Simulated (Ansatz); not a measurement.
Spin states of BeBr2⁺ (the lowest doublet isomer of a short search), each relaxed with PBE0-D4/def2-TZVP in Ansatz. Electronic energies in the gas phase.

B3LYP takes the VWN-RPA correlation. Correlated methods freeze 18 core orbitals; core or outer-core shells of Br are correlated, in sets that lack core-valence functions. In CCSD on the charge 1 doublet the largest single amplitude is 0.35, so its Hartree–Fock determinant may place the open shell otherwise than the density functionals do. The structure comes from a short search, and lower isomers may exist.

Doublet geometry (D∞h within 0.1 Å):

```xyz
3

Be    0.000    0.001   -0.001
Br   -1.512    1.265    0.194
Br    1.511   -1.265   -0.193
```

Quartet geometry (C2v within 0.1 Å):

```xyz
3

Be   -0.5396    0.3742   -0.7120
Br    1.1211   -1.2617   -0.8539
Br   -0.5815    0.8875    1.5659
```

⟨S²⟩: doublet 0.76 at PBE0-D4/def2-TZVP (pure 0.75), quartet 3.76 at PBE0-D4/def2-TZVP (pure 3.75).

Only these spin states were relaxed.

```tsv
level	quartet − doublet (kcal/mol)	lowest of these
HF/STO-3G	70.5	doublet
r2SCAN-D4/def2-TZVP	102.5	doublet
B3LYP-D4/def2-TZVP	102.3	doublet
r2SCAN0-D4/def2-TZVP	96.0	doublet
PBE-QIDH/def2-TZVP	90.9	doublet
MP2/def2-TZVP	89.0	doublet
MP2/def2-TZVPP	89.0	doublet
CCSD/def2-TZVPP	86.0	doublet
```

Change of the quartet − doublet gap on mixing in exact exchange, in kcal/mol: r2SCAN to r2SCAN0 (25 % exact exchange) -6.6.
